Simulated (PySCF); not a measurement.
**Correlation energy of F+ (fluorine, charge +1)**

[He] 2s2 2p4, high-spin 3P determinant. Computed with PySCF 2.14 in aug-cc-pVDZ, with no relativity, point nucleus. Frozen: 1s2; 6 electrons correlated.

MP2 pair energies summed by pair of shells (mhartree):

```csv
pair,energy,share (%)
2p-2p,-49.44,47.9
2s-2p,-46.19,44.8
2s-2s,-7.54,7.3
```

Total MP2 correlation energy: -103.17 mhartree.

Same-spin part -25.30 and opposite-spin part -77.87 mhartree; SCS-MP2 scales them by 1/3 and 6/5 to -101.88 mhartree.

```tsv
level	correlation energy (mhartree)
CCSD	-118.22
(T)	-1.22
CCSD(T)	-119.44
```

Diagnostics: T1 = 0.0053, D1 = 0.0090, largest double amplitude 0.035.

Task: Is a single reference adequate?

Result: Yes: T1 lies below 0.03 and no double amplitude reaches 0.07.
